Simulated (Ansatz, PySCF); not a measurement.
This Ansatz (a quantum-chemistry and plane-wave program) input computes a CCSD(T)/cc-pVDZ energy:

Ansatz 0.2 input:
```yaml
crystal:
  periodic: [false, false, false]
  atoms:
    - {symbol: C, position_ang: [-1.15883105, -0.01847565, -0.06229433]}
    - {symbol: N, position_ang: [0.23205449, -0.01180046, -0.00486002]}
    - {symbol: C, position_ang: [1.40595747, -0.07138145, -0.02931754]}
    - {symbol: H, position_ang: [-1.57509069, -0.35903733, 0.89087131]}
    - {symbol: H, position_ang: [-1.53204927, 0.98078321, -0.30717996]}
basis:
  gaussian:
    orbitals: cc-pVDZ
total_charge: -1
magnetization: {spin_polarized: false}
correlation: {method: ccsd_t, electrons: outside_noble_gas}
```

**Question.** Write an input for the same energy in PySCF and say what it gives.

**Answer.** 
```python
from pyscf import gto, scf, mp, cc as ccmod

mol = gto.M(
    atom='''
    C    -1.15883105   -0.01847565   -0.06229433
    N     0.23205449   -0.01180046   -0.00486002
    C     1.40595747   -0.07138145   -0.02931754
    H    -1.57509069   -0.35903733    0.89087131
    H    -1.53204927    0.98078321   -0.30717996
    ''',
    basis='cc-pvdz',
    charge=-1,
    spin=0,
    verbose=4,
)

mf = scf.RHF(mol)
mf.conv_tol = 1e-10
mf.max_cycle = 100
mf.kernel()
mp2 = mp.MP2(mf, frozen=3).run()
cc = ccmod.CCSD(mf, frozen=3)
cc.max_cycle = 100
cc.kernel()
et = cc.ccsd_t()
print(f'E(CCSD(T)) = {cc.e_tot + et:.9f}')
```
It gives -131.71257 Eh, and Ansatz -131.71257 Eh, a difference of 0.00 mEh.

It need not be the lowest isomer of its formula. Whether it binds its extra electron was not tested at this geometry.
